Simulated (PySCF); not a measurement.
How methods differ on the electron affinity of Te

Te⁻ [Kr] 4d10 5s2 5p5 (2P) → Te [Kr] 4d10 5s2 5p4 (3P), as a difference of total energies. All numbers are calculated (PySCF 2.14, a scalar-relativistic core potential, in aug-cc-pwCVDZ-PP with ECP28MDF). Correlated levels: valence: 4s2 4p6 4d10 frozen. The calculations carry no spin-orbit coupling.

| method | electron affinity (eV) |
| --- | --- |
| UHF | 1.079 |
| MP2 (valence) | 1.719 |
| SCS-MP2 (valence) | 1.704 |
| CCSD (valence) | 1.705 |
| CCSD(T) (valence) | 1.744 |

Question: How much does correlation contribute at CCSD(T) (valence)?

Answer: 1.744 − (1.079) = 0.665 eV, measured against UHF.

The reference lies between the lowest fine-structure levels, while these numbers refer to the centres of the terms.

Errors of the correlated levels include the incompleteness of this basis and the frozen core.

For comparison: 1.971 eV (measured; photodetachment measurements, as compiled on the Wikipedia data page of electron affinities).
